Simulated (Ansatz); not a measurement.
Calculation: Ansatz (an electronic-structure program) with frozen-core CCSD(T)/cc-pVTZ // PBE-D3(BJ)/def2-SVP. The restricted HF reference is unstable towards unrestricted orbitals.

Ansatz 0.2 input:
```yaml
crystal:
  periodic: [false, false, false]
  atoms:
    - { symbol: S, position_ang: [2.676608, -0.925871, -0.653164] }
    - { symbol: C, position_ang: [1.034138, -0.392569, -0.230554] }
    - { symbol: C, position_ang: [0.545412, 0.813244, -0.786462] }
    - { symbol: C, position_ang: [-0.74772, 1.216113, -0.442942] }
    - { symbol: C, position_ang: [-1.507271, 0.419617, 0.431389] }
    - { symbol: C, position_ang: [-0.921863, -0.756021, 0.922555] }
    - { symbol: N, position_ang: [0.318661, -1.160116, 0.604302] }
    - { symbol: H, position_ang: [2.589169, -2.045511, 0.117541] }
    - { symbol: H, position_ang: [1.168334, 1.411454, -1.467793] }
    - { symbol: H, position_ang: [-1.161811, 2.148719, -0.856149] }
    - { symbol: H, position_ang: [-2.528153, 0.702706, 0.725455] }
    - { symbol: H, position_ang: [-1.481323, -1.412826, 1.612517] }
basis:
  gaussian: { orbitals: cc-pVTZ }
correlation:
  method: ccsd_t
```

Output:

```
Functional definition: HF
1650 factors; integrals over basis functions are off by at most 6.8e-4 eV
mean field evaluation 1: about -17528.3705 eV, gradient 3.6e1 eV
mean field evaluation 2: about -17528.8580 eV, gradient 3.6e1 eV
mean field evaluation 4: about -17532.7352 eV, gradient 5.2e0 eV
mean field evaluation 8: about -17532.8295 eV, gradient 4.5e-1 eV
mean field evaluation 16: about -17532.8312 eV, gradient 2.9e-6 eV
mean field -17532.83121233 eV, -644.3196628731 hartree, gradient 2.9e-6 eV, S^2 0.000000; 0 other end points of the search recorded, 0 dependent functions left out; unrestricted orbitals would lower it
11 core orbitals not correlated
reference -17532.83121233 eV, -644.3196628731 hartree; 18, 18 occupied and 255, 255 virtual orbitals, 1650 factors
second order -31.58817566 eV of doubles, -0.00000000 eV of singles
cycle   1  -31.19653805 eV  change    3.9e-1 eV  update   1.4e-1
cycle   2  -32.12370479 eV  change   -9.3e-1 eV  update   4.6e-2
cycle   3  -32.31995427 eV  change   -2.0e-1 eV  update   2.0e-2
cycle   4  -32.30636057 eV  change    1.4e-2 eV  update   5.8e-3
cycle   5  -32.30743919 eV  change   -1.1e-3 eV  update   3.1e-3
cycle   6  -32.30867467 eV  change   -1.2e-3 eV  update   8.5e-4
cycle   7  -32.30818196 eV  change    4.9e-4 eV  update   3.9e-4
cycle   8  -32.30810524 eV  change    7.7e-5 eV  update   1.3e-4
cycle   9  -32.30815220 eV  change   -4.7e-5 eV  update   4.5e-5
cycle  10  -32.30813936 eV  change    1.3e-5 eV  update   1.9e-5
perturbative correction -1.79622687 eV, -0.0660101200 hartree
Total energy: -17566.93557855 eV, -645.5729752153 hartree
```

Cost: very roughly 25 core-minutes.
